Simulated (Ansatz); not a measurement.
Consider the formal exchange of groups at a C–C bond: `CCCCBr` + `OBCO` → `CB(O)CO` + `CCCBr`.

Computed with Ansatz on PBE0-D4/def2-TZVP structures; ΔE is electronic, products minus reactants. CCSD(T)/CBS is the MP2 limit (def2-TZVPP, def2-QZVPP) plus CCSD(T) − MP2 in def2-TZVPP, frozen cores. DFT in def2-TZVPP. B3LYP here is the variant with VWN-RPA as its local correlation; programs differ in this. For Br outer-core shells are correlated without core-valence functions, which leaves a few kJ/mol of doubt a bond. Scalar relativity is left out up to krypton. Each species was taken in one conformer, which may not be the lowest.

Is it downhill or uphill in electronic energy at CCSD(T)/CBS, and by how much? (Estimate.)

Ansatz gave: Downhill: ΔE = -0.40 eV.

What do these levels give: PBE-D4, r2SCAN-D4, B2PLYP, PBE, B3LYP, HF/def2-TZVPP, MP2/def2-TZVPP, SCS-MP2/def2-TZVPP, CCSD/def2-TZVPP, CCSD(T)/def2-TZVPP, MP2/def2-QZVPP, HF/CBS(def2)? (An estimate is asked.)

Computed: PBE-D4 -0.44, r2SCAN-D4 -0.46, B2PLYP -0.42, PBE -0.44, B3LYP -0.42, HF/def2-TZVPP -0.38, MP2/def2-TZVPP -0.41, SCS-MP2/def2-TZVPP -0.39, CCSD/def2-TZVPP -0.41, CCSD(T)/def2-TZVPP -0.41, MP2/def2-QZVPP -0.40, HF/CBS(def2) -0.38 eV.

Largest T1 diagnostic among the species: 0.012.
